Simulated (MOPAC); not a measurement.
MOPAC input (PM6):

```
PM6 PRECISE GNORM=0.05 LET XYZ CHARGE=-1 GEO-OK AUX(PRECISION=9) THREADS=1
ClF2Si

Si   -0.57094200 1    0.00991700 1    0.60583600 1
F    -1.12171700 1   -1.20912200 1   -0.38883800 1
F    -1.04384300 1    1.28641500 1   -0.35629900 1
Cl    1.61666100 1   -0.04908700 1   -0.10444000 1
```

Output:

```
 *******************************************************************************
 **                                                                           **
 **                              MOPAC v23.2.5                                **
 **                                                                           **
 *******************************************************************************
 ** MOPAC's Digital Object Identifier: https://doi.org/10.5281/zenodo.6511958 **
 **                                                                           **
 ** Please cite the open-source release paper for use of this MOPAC version:  **
 ** J. E. Moussa and J. J. P. Stewart (2026)                                  **
 ** MOPAC: An open-source semiempirical molecular orbital program             **
 ** J. Open Source Softw., 11(119), 8025, https://doi.org/10.21105/joss.08025 **
 *******************************************************************************

                              PM6 CALCULATION RESULTS

 *******************************************************************************
 *  PM6        - The PM6 Hamiltonian to be used
 *  GEO-OK     - OVERRIDE INTERATOMIC DISTANCE AND OTHER SAFETY CHECKS
 *
 *
 *
 *                 CHARGE ON SYSTEM = -1
 *
 *
 *
 *  LET        - OVERRIDE SOME SAFETY CHECKS
 *  PRECISE    - TIGHTER CRITERIA TO BE USED
 *  XYZ        - CARTESIAN COORDINATE SYSTEM TO BE USED
 *  GNORM      - EXIT WHEN GRADIENT NORM DROPS BELOW 0.050
 *  AUX        - OUTPUT AUXILIARY INFORMATION
 *******************************************************************************
PM6 PRECISE GNORM=0.05 LET XYZ CHARGE=-1 GEO-OK AUX(PRECISION=9) THREADS=1
 ClF2Si

   ATOM   CHEMICAL          X               Y               Z
  NUMBER   SYMBOL      (ANGSTROMS)     (ANGSTROMS)     (ANGSTROMS)

     1      Si         -0.57094200  *   0.00991700  *   0.60583600  *
     2       F         -1.12171700  *  -1.20912200  *  -0.38883800  *
     3       F         -1.04384300  *   1.28641500  *  -0.35629900  *
     4      Cl          1.61666100  *  -0.04908700  *  -0.10444000  *

          CARTESIAN COORDINATES

    NO.       ATOM           X           Y           Z

     1        Si         -0.5709      0.0099      0.6058
     2         F         -1.1217     -1.2091     -0.3888
     3         F         -1.0438      1.2864     -0.3563
     4        Cl          1.6167     -0.0491     -0.1044

 General Reference for PM6:
 "Optimization of Parameters for Semiempirical Methods V: Modification of NDDO Approximations
 and Application to 70 Elements", J. J. P. Stewart, J. Mol. Mod., 13, 1173-1213 (2007)
 URL: https://link.springer.com/article/10.1007/s00894-007-0233-4

           Empirical Formula: Si F2 Cl  =     4 atoms

      MOLECULAR POINT GROUP   :   Cs

      RHF CALCULATION, NO. OF DOUBLY OCCUPIED LEVELS = 13

          Geometry optimization using EF

          DIAGONAL MATRIX USED AS START HESSIAN

 CYCLE:     1  GRAD.:    41.181 HEAT: -233.5910
 CYCLE:     2  GRAD.:    53.065 HEAT: -235.5687
 CYCLE:     3  GRAD.:    37.767 HEAT: -239.2182
 CYCLE:     4  GRAD.:    31.480 HEAT: -241.7836
 CYCLE:     5  GRAD.:    18.688 HEAT: -242.9367
 CYCLE:     6  GRAD.:    19.720 HEAT: -244.3824
 CYCLE:     7  GRAD.:     7.736 HEAT: -244.7889
 CYCLE:     8  GRAD.:     3.643 HEAT: -244.9185
 CYCLE:     9  GRAD.:     4.630 HEAT: -245.0341
 CYCLE:    10  GRAD.:     6.245 HEAT: -245.1501
 CYCLE:    11  GRAD.:     4.807 HEAT: -245.2127
 CYCLE:    12  GRAD.:     8.852 HEAT: -245.1773
 CYCLE:    13  GRAD.:     0.523 HEAT: -245.2345
 CYCLE:    14  GRAD.:     0.124 HEAT: -245.2348
 CYCLE:    15  GRAD.:     0.009 HEAT: -245.2348

     GRADIENT =  0.00875 IS LESS THAN CUTOFF =  0.05000

 -------------------------------------------------------------------------------
 PM6 PRECISE GNORM=0.05 LET XYZ CHARGE=-1 GEO-OK AUX(PRECISION=9) THREADS=1
 ClF2Si

     GEOMETRY OPTIMISED USING EIGENVECTOR FOLLOWING (EF).
     SCF FIELD WAS ACHIEVED

                              PM6 CALCULATION
                                                       MOPAC v23.2.5 Linux

          FINAL HEAT OF FORMATION =       -245.23485 KCAL/MOL =   -1026.06261 KJ/MOL

          COSMO AREA              =        104.47 SQUARE ANGSTROMS
          COSMO VOLUME            =         91.74 CUBIC ANGSTROMS

          GRADIENT NORM           =          0.00875          =       0.00437 PER ATOM
          IONIZATION POTENTIAL    =          2.617435 EV
          HOMO LUMO ENERGIES (EV) =         -2.617  5.231
          NO. OF FILLED LEVELS    =         13
          MOLECULAR WEIGHT        =        101.5353         POINT GROUP:  C2v

          MOLECULAR DIMENSIONS (Angstroms)

            Atom       Atom       Distance
           Cl     4    F     3     3.10850
            F     2    F     3     2.51298
           Si     1    F     3     0.00011

          SCF CALCULATIONS        =         16

   ATOM   CHEMICAL          X               Y               Z
  NUMBER   SYMBOL      (ANGSTROMS)     (ANGSTROMS)     (ANGSTROMS)

     1      Si         -0.47391128  *   0.01540090  *  -0.04367957  *
     2       F         -1.18935861  *  -1.37246534  *  -0.08395552  *
     3       F         -1.10149561  *   1.44570617  *  -0.04719097  *
     4      Cl          1.62201857  *  -0.05100161  *   0.02419886  *

                             CARTESIAN COORDINATES

   1   Si       -0.473911278     0.015400898    -0.043679570
   2    F       -1.189358615    -1.372465341    -0.083955523
   3    F       -1.101495613     1.445706170    -0.047190973
   4   Cl        1.622018567    -0.051001613     0.024198856

           Empirical Formula: Si F2 Cl  =     4 atoms

      MOLECULAR POINT GROUP   :   C2v

                  EIGENVALUES
 -35.64442 -35.13366 -21.36505 -12.66475 -10.64232 -10.55088 -10.32877 -10.20614
  -9.87289  -8.86637  -6.69142  -6.56910  -2.61744   5.23083   5.79618   5.97570
   6.09068   6.61421   6.82020   8.89991   9.01286  97.18633  97.19141  97.24791
  97.28300  97.29422

              NET ATOMIC CHARGES AND DIPOLE CONTRIBUTIONS

  ATOM NO.   TYPE          CHARGE      No. of ELECS.   s-Pop       p-Pop       d-Pop
    1         Si          -0.050345        4.0503     1.76176     0.88335     1.40524
    2          F          -0.289744        7.2897     1.92647     5.36327
    3          F          -0.289736        7.2897     1.92647     5.36327
    4         Cl          -0.370176        7.3702     1.99257     5.37620     0.00140
 DIPOLE           X         Y         Z       TOTAL
 POINT-CHG.     0.451    -0.014     0.015     0.451
 HYBRID         0.101    -0.003     0.003     0.101
 SUM            0.552    -0.017     0.018     0.552

          ATOMIC ORBITAL ELECTRON POPULATIONS

     Atom    s        px        py        pz      x^2-y^2     xz        z^2       yz        xy
    1 Si   1.76176   0.37238   0.28986   0.22111   0.29518   0.09038   0.58359   0.15747   0.27863
    2  F   1.92647   1.81658   1.71779   1.82890
    3  F   1.92647   1.82403   1.71024   1.82900
    4 Cl   1.99257   1.59954   1.90190   1.87476   0.00081   0.00005   0.00027   0.00001   0.00025

 **********************
 *                    *
 * JOB ENDED NORMALLY *
 *                    *
 **********************

 == MOPAC DONE ==
```

The dipole moment of an ion depends on the origin.

The geometry given is a B3LYP-D3(BJ)/def2-TZVP minimum.
